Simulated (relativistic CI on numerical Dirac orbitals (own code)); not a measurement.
# Sc⁺ in a cubic cluster: 3s photoemission with charge transfer

Computed with a charge-transfer multiplet model of a cubic metal-ligand cluster with up to 2 ligand holes, Slater and spin-orbit integrals from Dirac-Coulomb-Breit ions, Slater integrals scaled by 0.8. The ground state mixes d2 with configurations of k ligand holes L, whose averages lie at kΔ + k(k − 1)U_dd/2; a core hole lowers each added d electron by U_cd. 20 K, Lorentzian 1.4 eV and Gaussian 0.8 eV FWHM.

Atomic integrals in eV (Slater integrals scaled, ζ unscaled), ground: F2dd 4.710, F4dd 2.885, zeta_d 0.005; with the core hole: F2dd 6.231, F4dd 3.884, zeta_d 0.010, G2cd 6.626.

Cluster parameters (eV): Δ = 8.3, U_dd = 4.1, U_cd = 4.8, 10Dq(ligand) = 0.2, V(eg) = 1.35, V(t2g) = -0.58, final-state hopping factor = 1.

```csv
Case,n_d,d2,d3L,d4L2,S
10Dq = -0.3 eV,2.07,0.93,0.07,0.00,1.00
10Dq = 0.3 eV,2.11,0.90,0.10,0.00,1.00
10Dq = 0.9 eV,2.10,0.90,0.10,0.00,1.00
```

Weights, n_d and S are thermal averages at 20 K. Binding energies count from the first peak over 30 % of the highest in each spectrum, which can be another peak from case to case. The parameters are a model scan and need not match a compound or its usual spin state. A negative ionic 10Dq is a model choice; hopping adds the covalent part of the field. Peaks in eV (height, largest 100):
- 10Dq = -0.3 eV: 0.0 (100), 3.5 (52), 8.5 (6)
- 10Dq = 0.3 eV: 0.0 (100), 4.0 (60), 9.6 (5)
- 10Dq = 0.9 eV: 0.0 (100), 4.0 (57)

For the case 10Dq = 0.3 eV, Δ = 8.3 eV is larger than U_dd = 4.1 eV, the Mott-Hubbard side of the Zaanen-Sawatzky-Allen scheme. With the core hole the average of the configuration with one ligand hole lies at Δ − U_cd = 3.5 eV before mixing: the effective hopping of about 2.9 eV (from the holes of the mixed ground state) is comparable with this gap or larger, so the configurations mix strongly.

Without intra-shell correlation the exchange splitting of the 3s hole comes out too large.
